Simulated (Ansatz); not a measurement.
The same path of AlBrH4 (6 atoms, charge 0, multiplicity 1) was run 3 times with different band settings. Lost on the way: Al1–H2, Br5–H6. Made: Al1–Br5, H2–H6.

Level of theory: RKS B3LYP/def2-SVP in Ansatz 0.2.0.

Relaxed end points:

```xyz
6
Properties=species:S:1:pos:R:3
Al 0.000 0.200 -0.005
H -0.006 0.747 1.490
H 1.370 0.133 -0.804
H -1.375 0.054 -0.787
Br 0.084 -2.543 0.970
H 0.082 -2.124 2.339
```

```xyz
6
Properties=species:S:1:pos:R:3
Al 0.022 -0.632 -0.233
H 0.009 0.293 2.016
H 1.393 0.114 -0.445
H -1.391 0.035 -0.427
Br 0.088 -2.884 0.132
H 0.034 -0.457 2.162
```

Common settings: climbing image yes; spring 5.0 eV/Å²; start path through a guess of the saddle point; force threshold 0.05 eV/Å; iteration limit 60; end points relaxed.

| run | movable images | optimiser | largest step |
| --- | --- | --- | --- |
| 1 | 5 | quadratic models (default) | default |
| 2 | 5 | fire | 0.5 Å |
| 3 | 1 | quadratic models (default) | default |

Problem. What does each run give, and how far can it be trusted?

Solution. Run 1: converged after 8 iterations, highest image 0.114 eV above the first end. A vibrational analysis at the climbing image gives one clearly imaginary mode, 292i cm⁻¹: a first-order saddle point.
Run 2: converged after 43 iterations, highest image 0.108 eV above the first end. The order of the point at the top wasn't checked.
Run 3: converged after 9 iterations, highest image 0.114 eV above the first end. Neighbouring images differ by up to 1.4 eV, so the band resolves the path poorly. Another band between the same ends (5 images) ends at a top of the same energy, where a vibrational analysis finds 1 clearly imaginary mode. So few images can step over the top or miss a turn of the path.
The orbitals stay closed-shell, which can raise the energy where a bond breaks towards radicals; this wasn't checked here.
